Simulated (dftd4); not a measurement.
C5H9O (SMILES [OH+]=C1CCCC1), charge +1, singlet, geometry from GFN2-xTB; D4 for revpbe in dftd4 4.2.0.

Here is a job for dftd4.
```
$ dftd4 mol.xyz --func revpbe --charge 1 --json dftd4.json --noedisp

# file mol.xyz
15

O      1.98331428    -0.63990152    -0.02728142
C      0.78245456    -0.23407416    -0.00464625
C      0.31689025     1.12909171     0.26854165
C     -1.16730756     1.11833699    -0.12427967
C     -1.58915877    -0.33179118     0.12646995
C     -0.34204424    -1.13686668    -0.25687164
H      2.68935033     0.01943392     0.12315407
H      0.41019061     1.29208358     1.35221572
H      0.91336981     1.90936287    -0.20995171
H     -1.75480918     1.82761363     0.45161533
H     -1.27179405     1.36978737    -1.17969754
H     -1.82052009    -0.48585570     1.18041121
H     -2.46133190    -0.61574005    -0.45514328
H     -0.34313553    -1.35910584    -1.33335732
H     -0.23283981    -2.10654762     0.23372077
```

The log (banner, timings and long lists left out):

```
                    ____  _____ _____     ____  _  _
      -------------|  _ \|  ___|_   _|---|  _ \| || |------------
     |             | | | | |_    | | ___ | | | | || |_           |
     |             | |_| |  _|   | ||___|| |_| |__   _|          |
     |             |____/|_|     |_|     |____/   |_|            |
     |             ===================================           |
     |            E. Caldeweyher, S. Ehlert & S. Grimme          |
     |          Mulliken Center for Theoretical Chemistry        |
     |                    University of Bonn                     |
      -----------------------------------------------------------

Rational (Becke-Johnson) damping: revpbe-D4-ATM
---------------------
  s6         1.0000
  s8         1.7468
  s9         1.0000
  a1         0.5363
  a2         3.0726
 alp        16.0000
--------------------

Dispersion energy:      -3.5112852827493E-02 Eh

[Info] JSON dump of results written to 'dftd4.json'
```
